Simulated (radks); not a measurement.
Excited configurations of Cs IV: one electron is placed in a higher orbital outside [Kr] 4d10 5s2 5p3. The ground configuration is [Kr] 4d10 5s2 5p4. Method: scalar-relativistic Kohn-Sham, PBE, spin-polarised, spherical densities, finite nucleus; open shells are filled with parallel spins first (spin-orbit coupling, left out, can overturn this in heavy ions); Fermi nuclear charge, rms radius 4.8041 fm; computed with a radial shooting solver on a logarithmic mesh with Libxc functionals. Excitation = E - E(ground); binding = E(ion) - E, where the ion is the core of charge +4; n* = 4/sqrt(2 binding) in atomic units, and the quantum defect is n - n*.

outer orbital,excitation (eV),binding (eV),quantum defect,eigenvalue (eV)
4f,19.137,24.606,1.026,-18.249
5d,15.999,27.744,2.199,-23.496
5f,30.349,13.394,0.969,-11.313
6p,23.690,20.053,2.705,-17.677
6f,34.761,8.982,1.077,-7.840
7p,31.747,11.996,2.740,-10.717
7d,34.466,9.278,2.156,-8.233
7f,37.390,6.353,1.146,-5.651

The Delta-SCF ionisation energy is 43.743 eV (NIST Atomic Spectra Database: 43 eV, theoretical). Self-interaction in the functional shifts the binding energies and quantum defects, so they are the method's values and not measured ones. Open shells are spherical and high-spin; term and fine-structure splittings are not resolved. Spin-orbit splitting is averaged out at the scalar-relativistic level.
